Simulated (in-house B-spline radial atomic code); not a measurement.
How numerical settings move a run on Co+, [Ar] 3d8. Computed with a B-spline radial code for spherical atoms: scalar-relativistic (X2C) LDA exchange-only, spin-polarised, spherical fractional occupations, Fermi nucleus of rms radius 3.7875 fm.

Command:
```bash
python run_scf.py task.json out
```
Settings of the sound reference run:
```
Z                27
electrons        26
configuration    [Ar] 3d8
hamiltonian      x2c
method           lda,
spin_polarised   True
nucleus          fermi
rms_radius       3.7875
mass_number      59
atomic_mass      58.93319
speed_of_light   137.036
knot_spacing     0.22
spline_order     8
gauss_points     12
box_radius       35.29
max_iterations   70
damping          0.5
damped_steps     3
diis_vectors     10
tolerance        1e-08
start            Thomas-Fermi
```

Run time, properties included: 0.43 s on 1 thread of Arm Neoverse N1, with other jobs on the host.

It converges in 11 iterations to -1388.037946 hartree, with 3d down at -10.1578 eV. The other runs change the listed settings, some to values that make no sense; their results aren't properties of the atom or ion. Radii are in bohr (the nuclear one in fm), a minus after a letter asks for a j subshell, and «unchanged» means within 1e-8 hartree. The run stops when the residual is below 10 × tolerance × max(1, Z/10), or a noise floor if that is larger, and the energy moves by less than 1e-8 × √|E| hartree; so very loose and very tight tolerances often act alike.

```tsv
changed settings	outcome
max_iterations = 3	not converged after 3 iterations, last residual 7.0e-02, last energy +1.34e-01 hartree from the reference
box_radius = 141.16, first_knot = 3.7e-05, max_iterations = 100	converged in 11 iterations, energy -1.46e-07 hartree from the reference
gauss_points = 3	converged in 18 iterations, energy -3.94e+04 hartree from the reference, 3d down level +7.1e-03 eV
hamiltonian = dirac, method = scan,scan, spin_polarised = False	stopped with error: meta-GGAs are not served with the Dirac Hamiltonian
knot_spacing = 0.1, max_iterations = 50, damping = 0.95, start = bare nucleus	converged in 15 iterations, energy -2.95e-07 hartree from the reference, 3d down level -1.7e-05 eV
max_iterations = 2	not converged after 2 iterations, last residual 6.7e-01, last energy +1.09e+01 hartree from the reference
start = bare nucleus	converged in 13 iterations, energy unchanged, 3d down level -6.9e-06 eV
gauss_points = 4	converged in 11 iterations, energy -4.80e-08 hartree from the reference, 3d down level -1.1e-06 eV
max_iterations = 8	not converged after 8 iterations, last residual 1.6e-04, last energy +1.02e-06 hartree from the reference
gauss_points = 5	converged in 11 iterations, energy -3.66e-08 hartree from the reference, 3d down level -3.7e-07 eV
gauss_points = 16	converged in 11 iterations, energy -8.83e-08 hartree from the reference, 3d down level -3.3e-07 eV
spline_order = 7, gauss_points = 5, box_radius = 141.16, max_iterations = 60	converged in 11 iterations, energy -3.49e-08 hartree from the reference, 3d down level -1.2e-06 eV
max_iterations = 12	converged in 11 iterations, energy unchanged
```

(1) What happens with electrons = 27, configuration = [Ar] 3d8 4s-1, max_iterations = 100?

(2) What happens with electrons = 34, configuration = [Ar] 3d8 5s2 5p6, max_iterations = 60?

(3) What happens with max_iterations = 5?

(4) What happens with max_iterations = 8, damped_steps = 30?

Results:

(1) Stopped with error: j subshells need the Dirac Hamiltonian and l > 0.

(2) Not converged after 60 iterations, last residual 6.5e-07.

(3) Not converged after 5 iterations, last residual 1.0e-02, last energy +5.99e-03 hartree from the reference.

(4) Not converged after 8 iterations, last residual 6.3e-04, last energy +3.17e-05 hartree from the reference.
